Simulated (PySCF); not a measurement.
BrGe, SMILES [Ge][Br] (connectivity only; charge and spin as stated), neutral, multiplicity 2.

Geometry: PBE0-D3(BJ)/def2-TZVP.

Level of theory: ωB97X/def2-TZVPD run with PySCF.

Computed frontier levels, dipole moment:
```json
{
 "α spin, highest occupied and lowest empty level": "-7.30 and -1.12 eV",
 "β spin, highest occupied and lowest empty level": "-10.83 and -1.06 eV",
 "dipole_moment": "1.66 D",
 "⟨S²⟩": "0.753 (pure state 0.75)"
}
```
